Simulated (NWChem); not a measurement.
# C3H5I; SMILES C=C(C)I

All runs: NWChem. The geometry was optimised at PBE0/def2-SVP. Not confirmed as a minimum by frequencies. def2 effective core potentials on I; no spin-orbit coupling. Ions are spin-unrestricted doublets at the neutral geometry; other ion states weren't tried.

Q: Predict the results for PBE0/def2-SVP. Quantities: vertical ionisation energy, ΔSCF (eV); −ε(HOMO) (eV).

A: 
```yaml
vertical ionisation energy, ΔSCF (eV): 8.99
"−ε(HOMO) (eV)": 6.88
```
